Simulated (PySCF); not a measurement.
# W(40+): ionisation energy

W(40+) [Ar] 3d10 4s2 4p4 [4p1/2^2 4p3/2^2, M_J = 2] → W(41+) [Ar] 3d10 4s2 4p3 [4p1/2^2 4p3/2^1, M_J = 3/2], as a difference of total energies. All numbers are calculated (PySCF 2.14, the two-component X2C-1e Hamiltonian, in an even-tempered Gaussian basis (16 s from 4.8 bohr⁻², ratio 2.8; 13 p from 6.2 bohr⁻², ratio 2.8; 8 d from 11 bohr⁻², ratio 2.8; 4 f from 29 bohr⁻², ratio 3)). Correlated levels: [Ne] frozen; the 72 highest virtual spinors dropped. "Screened" scales the spin-orbit matrix elements by Boettger's factors to mimic the two-electron term; Breit and QED terms are absent.

```csv
method,ionisation energy (eV)
GHF (spin-free),1954.4
GMP2 (spin-free),1955.9
GHF (screened spin-orbit),1934.3
GMP2 (screened spin-orbit),1935.2
```

Breit and QED terms and the two-electron picture change are absent.

The spin-free rows relax to the high-spin LS determinant and lack the spin-orbit shift.

The labels give the starting determinants; with spin-orbit coupling the two ends relaxed to ⟨J²⟩ = 6.00, ⟨L²⟩ = 3.28, ⟨S²⟩ = 1.45 and ⟨J²⟩ = 3.75, ⟨L²⟩ = 2.55, ⟨S²⟩ = 1.56.

For comparison: 1940.6 ± 2 eV (semi-empirical (NIST evaluation); NIST Atomic Spectra Database, ionization energies).
